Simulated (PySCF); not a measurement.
Vertical excitations of a molecule C2H5ClSi2 from TDDFT-CAM-B3LYP/def2-SVPD (PySCF), as energy in eV (oscillator strength): 5.55 (0.004), 6.01 (0.006), 6.14 (0.005), 6.54 (0.013), 7.16 (0.070), 7.25 (0.058), 7.44 (0.292), 7.48 (0.003), 7.90 (0.047), 7.98 (0.215). Lowest triplet (TDA): 4.76 eV. Geometry: PBE0-D3(BJ)/def2-SVP. Other conformers were not sampled.

Question: Which structure fits?
A. C#C[SiH2][SiH2]Cl
B. [SiH3]C#C[SiH2]Cl
C. C#C[Si@@H]([SiH3])Cl
D. Cl[Si@H]1C=C[SiH2]1

Answer: C, C#C[Si@@H]([SiH3])Cl
